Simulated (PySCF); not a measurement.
**Sn⁺ (tin, charge +1) across methods**

[Kr] 4d10 5s1 5p2, high-spin 4P determinant (an excited configuration). Computed with PySCF 2.14 in aug-cc-pVTZ-PP with one added diffuse shell each of d, f type with ECP28MDF (6s5p5d3f, 67 functions), with a scalar-relativistic core potential.

```
   method  E (hartree)  mean ε 4d β (eV)  mean ε 5s α (eV)  mean ε 5p α (eV)  Σ⟨r²⟩ (bohr²)   ⟨S²⟩
      PBE    -213.7534           -34.606           -19.571           -11.714          44.71  3.751
      LDA    -213.3988           -34.673           -19.826           -11.801          44.68  3.751
      UHF   -212.93369           -44.534           -24.812           -15.453          45.09  3.753
BHandHLYP    -213.7088           -40.000           -22.290           -13.537          44.66  3.751
   r2SCAN    -213.8500           -35.215           -20.141           -12.062          44.34  3.753
    wB97X    -213.7857           -39.909           -23.472           -14.719          44.69  3.751
     PBE0    -213.7757           -37.355           -21.063           -12.774          44.61  3.752
CAM-B3LYP    -213.7415           -38.797           -22.585           -13.915          44.65  3.751
```

**Question.** Estimate the same row for MN15.

**Answer.** E (hartree) = -213.2960; mean ε 4d β (eV) = -37.834; mean ε 5s α (eV) = -21.880; mean ε 5p α (eV) = -13.258; Σ⟨r²⟩ (bohr²) = 44.59; ⟨S²⟩ = 3.751.

Energies and moments cover only the electrons outside the core potential.
